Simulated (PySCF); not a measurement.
Si(F)2(Me)(OH) (CH4F2OSi), SMILES C[Si](O)(F)F. Atoms are numbered in the order given.

```xyz
9

C     -0.1801     1.8083     0.0000
Si    -0.0065    -0.0208     0.0000
O     -1.4836    -0.7346     0.0000
F      0.8460    -0.5311    -1.2790
F      0.8460    -0.5311     1.2790
H     -0.7314     2.1421     0.8922
H      0.8089     2.2910     0.0000
H     -0.7314     2.1421    -0.8922
H     -1.5336    -1.6961     0.0000
```

The structure is a stationary point at ωB97X-D3(BJ)/def2-SVP. One conformer was computed; it need not be the lowest.

Level of theory: PBE0/pcSseg-1 (PySCF).

GIAO shieldings, no solvent; atoms alike by connectivity are averaged. δ = σ(ref) − σ: ¹³C against TMS (σ = 186.3 ppm); ²⁹Si against TMS (σ = 352.7 ppm); ¹⁷O against H2O (σ = 334.2 ppm); ¹⁹F against CFCl3 (σ = 167.2 ppm); ¹H against TMS (σ = 31.56 ppm), references at their B3LYP-D3(BJ)/def2-TZVP geometries, non-relativistic.

```
atoms       nucleus  count  δ (ppm)
----------  -------  -----  -------
C1              ¹³C      1      ___
Si2            ²⁹Si      1    -33.7
O3              ¹⁷O      1     57.2
F4, F5          ¹⁹F      2   -145.2
H9               ¹H      1      ___
H6, H7, H8       ¹H      3      ___
```

### Question
Fill in the missing entries. (Estimate from the structure and the level; the computed values follow.)

### Answer

- C1, δ (ppm): -6.1
- H6, H7, H8, δ (ppm): 0.61
- H9, δ (ppm): 2.65
